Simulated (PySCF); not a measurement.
C₃H₇BO₃, SMILES B(OC(=O)C)(O)C. Geometry optimised at PBE-D3(BJ)/def2-SVP. The values are those of a single conformer.

Give the equilibrium geometry at PBE-D3(BJ)/def2-SVP (PySCF confirms it by a frequency run) as a Z-matrix. (Estimate from the structure and the level; the computed values follow.)

This is not unique; one that fits is 
```
O
C 1 1.3740
O 2 1.2105 1 124.08
B 1 1.4150 2 126.10 3 -11.68
O 4 1.3650 1 114.08 2 169.02
H 5 0.9765 4 110.85 1 -1.97
C 2 1.5097 3 125.41 1 178.95
H 7 1.1034 2 109.97 3 -0.30
H 7 1.1084 8 110.16 2 121.34
H 7 1.1087 8 110.15 9 117.46
C 4 1.5663 5 120.55 6 179.20
H 11 1.1067 4 111.55 5 7.62
H 11 1.1090 12 109.50 4 -123.92
H 11 1.1093 12 109.33 13 -114.51
```
Charge 0, spin multiplicity 1.
